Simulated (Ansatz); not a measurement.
Cartesian coordinates (Å):
SMILES: C(c1c(cc2c(scc2)c1)[SiH3])#C
```xyz
20

C     -3.1330     2.2147     0.6235
C     -2.0660     1.6385     0.4387
C     -0.8462     0.9269     0.2194
C      0.3802     1.6232     0.2141
C      1.5627     0.9041    -0.0034
S      3.1921     1.5448    -0.0533
C      3.8452    -0.0460    -0.3559
C      2.8841    -1.0252    -0.4189
C      1.5555    -0.5092    -0.2192
C      0.3126    -1.1861    -0.2101
C     -0.8863    -0.4957     0.0044
Si    -2.5351    -1.4212     0.0123
H     -4.0722     2.7241     0.7867
H      0.3916     2.7097     0.3794
H      4.9303    -0.1612    -0.4721
H      3.1077    -2.0850    -0.6016
H      0.2991    -2.2751    -0.3755
H     -3.2350    -1.2873     1.3366
H     -3.4532    -0.9187    -1.0675
H     -2.2343    -2.8753    -0.2376
```
Charge 0, spin multiplicity 1.

The numbers are results of frozen-core CCSD(T)/cc-pVDZ // PBE-D3(BJ)/def2-SVP (Ansatz, a program for electronic structure), not measurements. The restricted HF reference is unstable towards unrestricted orbitals.

```yaml
HF energy: -1069.75578 Ha
MP2 correlation energy: -1.52756 Ha
```

**Question.** Estimate the CCSD correlation energy, the (T) correction, the total energy and the T1 diagnostic.

**Answer.** 
```
Quantity                         Result
-----------------------  --------------
CCSD correlation energy     -1.58777 Ha
(T) correction              -0.07749 Ha
CCSD(T) total energy     -1071.42103 Ha
T1 diagnostic                     0.013
```
